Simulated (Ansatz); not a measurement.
CH₈BGaSn (`C[BH][SnH2][GaH2]`). Charge 0, multiplicity 1. Sn takes the def2 core potential. The structure was optimised at the PBE0-D4/def2-TZVP level. It is one conformer, not always the lowest.

```xyz
12

C     1.089   -0.499   -1.882
B     1.184   -0.442   -0.337
Sn   -0.601   -0.653    1.009
Ga   -1.537    1.721    1.611
H     1.788    0.173   -2.389
H     0.093   -0.401   -2.316
H     1.442   -1.516   -2.128
H     2.255   -0.281    0.179
H    -1.853   -1.533    0.230
H    -0.235   -1.491    2.457
H    -1.121    2.450    2.944
H    -2.504    2.473    0.620
```

Q: What is the dipole moment at ωB97M-V/def2-TZVPP? (Best estimate.)

A: The calculation gave: 1.39 D, with components (0.76, 0.09, -1.16) D in this frame, pointing from negative to positive charge.

Q: And with PBE, r2SCAN, B3LYP? (An estimate is asked.)

A: Ansatz gave: PBE 1.38 D, r2SCAN 1.43 D, B3LYP 1.39 D.

Q: Give the Mulliken charges with ωB97M-V, B3LYP, PBE in def2-TZVPP. (Estimate.)

A: Ansatz gave: 
```tsv
atom	ωB97M-V	B3LYP	PBE
C1	-0.31	-0.27	-0.28
B2	-0.12	-0.11	-0.11
Sn3	0.13	0.31	0.26
Ga4	0.10	0.10	0.09
H5	0.12	0.11	0.11
H6	0.12	0.11	0.11
H7	0.11	0.09	0.11
H8	0.09	0.04	0.03
H9	-0.09	-0.14	-0.12
H10	-0.09	-0.13	-0.11
H11	-0.03	-0.05	-0.04
H12	-0.03	-0.05	-0.04
```

B3LYP here is the variant with VWN-RPA as its local correlation; programs differ in this.
